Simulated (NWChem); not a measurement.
TaNHF₃; SMILES [NH]=[Ta]([F])([F])[F]

Results from NWChem. Structure relaxed at the PBE-D3(BJ)/def2-SVP level. def2 effective core potentials on Ta; no spin-orbit coupling.

For level B97-2/def2-SVP:

| Item | Result |
|---|---|
| highest occupied level (eV) | -8.29 |
| orbital gap (eV) | 6.93 |
| dipole (D) | 0.83 |

Q: Estimate the same quantities for level PBE/def2-SVP.

A: The highest occupied level (eV) is -7.04. The orbital gap (eV) is 5.01 and the dipole (D) is 0.73.
